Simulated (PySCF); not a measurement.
Se⁺: excitation energy

Se⁺ [Ar] 3d10 4s2 4p3 (4S) → Se⁺ [Ar] 3d10 4s2 4p2 4d1 (high-spin determinant), as a difference of total energies. Computed with PySCF 2.14 in aug-cc-pVDZ-DK (6s5p3d, 36 functions), with scalar relativity by spin-free X2C-1e. Correlated levels: valence: [Ar] 3d10 frozen. The calculations carry no spin-orbit coupling.

```csv
method,excitation energy (cm⁻¹)
UHF,113960
PBE,106670
PBE0,109180
r2SCAN,111470
PW91,106940
PBEsol,107170
LC-wPBE,112200
MP2 (valence),113810
SCS-MP2 (valence),113200
```

Q: Estimate what LDA gives.

A: 107970 cm⁻¹, closest to PBEsol among the rows shown.

Q: Estimate what wB97X gives.

A: 111640 cm⁻¹, closest to r2SCAN among the rows shown.

A first-order spin-orbit estimate (lowest level to lowest level, LS coupling) adds -0.187 eV.

The promoted electron is Rydberg-like, and one or two diffuse shells describe it only roughly, which tends to raise the upper state.

The determinant of the upper state mixes LS terms, which raises its energy above the lowest term, most at the Hartree-Fock and MP2 levels.
